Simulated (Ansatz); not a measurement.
Calculated with Ansatz (gas phase, PBE0-D4/def2-TZVP geometries, no zero-point term in ΔE). CCSD(T)/CBS adds triple-zeta CCSD(T) − MP2 to the extrapolated MP2 energy (def2 sets, frozen cores). This one scheme is used for every species. DFT in def2-TZVPP.

`B[Si](C)(F)Cl` + H₂ → `B[SiH](F)Cl` + CH₄  (hydrogenolysis of the Si–C bond)

Task: Is it downhill or uphill in electronic energy at CCSD(T)/CBS, and by how much? (An estimate is asked.)

Result: The calculation gave: Downhill: ΔE = -0.13 eV.

Task: What do these levels give: r2SCAN-D4, PBE0-D4, r2SCAN, PBE0, HF/def2-TZVPP, MP2/def2-TZVPP, SCS-MP2/def2-TZVPP, CCSD/def2-TZVPP, HF/def2-QZVPP, MP2/def2-QZVPP, MP2/CBS(def2), CCSD/CBS(def2)? (Best estimate.)

Result: Computed: r2SCAN-D4 -0.09, PBE0-D4 -0.12, r2SCAN -0.11, PBE0 -0.18, HF/def2-TZVPP -0.38, MP2/def2-TZVPP -0.10, SCS-MP2/def2-TZVPP -0.17, CCSD/def2-TZVPP -0.19, HF/def2-QZVPP -0.38, MP2/def2-QZVPP -0.09, MP2/CBS(def2) -0.08, CCSD/CBS(def2) -0.17 eV.

Largest T1 diagnostic among the species: 0.011.

The D4 term adds +0.10 eV with B3LYP and +0.06 eV with PBE0; it sums over pairs of atoms, weighted by their polarisabilities, and B3LYP, whose exchange is more repulsive, gets the larger term. In def2-TZVPP, CCSD(T) changes the Hartree–Fock value by +0.23 eV (the triples alone add +0.04 eV) and MP2 by +0.28 eV.

B3LYP here is the variant with VWN-RPA as its local correlation; programs differ in this.
